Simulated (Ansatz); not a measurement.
Mulliken charges of CH3ClFSSi (`CS[Si](F)Cl`) radical from PBE/def2-TZVPP in Ansatz (PBE0-D4/def2-TZVP geometry).

| atom | x (Å) | y (Å) | z (Å) | charge (e) |
| --- | --- | --- | --- | --- |
| C1 | -0.963 | -0.710 | -0.165 | -0.270 |
| S2 | 0.779 | -1.250 | -0.173 | -0.161 |
| Si3 | 1.730 | 0.584 | 0.263 | 0.470 |
| F4 | 1.192 | 1.170 | 1.650 | -0.246 |
| Cl5 | 1.289 | 2.036 | -1.123 | -0.190 |
| H6 | -1.142 | 0.019 | -0.953 | 0.131 |
| H7 | -1.238 | -0.301 | 0.805 | 0.139 |
| H8 | -1.554 | -1.605 | -0.359 | 0.127 |

By hand: the dipole of these point charges (1 e Å = 4.8032 D).

Σ q r = (-0.109, -0.250, -0.055) e Å, of length 0.278 e Å = 1.34 D.

How does the dipole of the full density compare? (An estimate is asked.)

Computed: (-0.266, -0.145, -0.064) e Å, 1.49 D; the point charges give 0.90 times that, at 37° from its direction.

Point charges leave out the atoms' own dipoles, such as those of lone pairs, and Mulliken's split depends on the basis, so the two needn't agree.
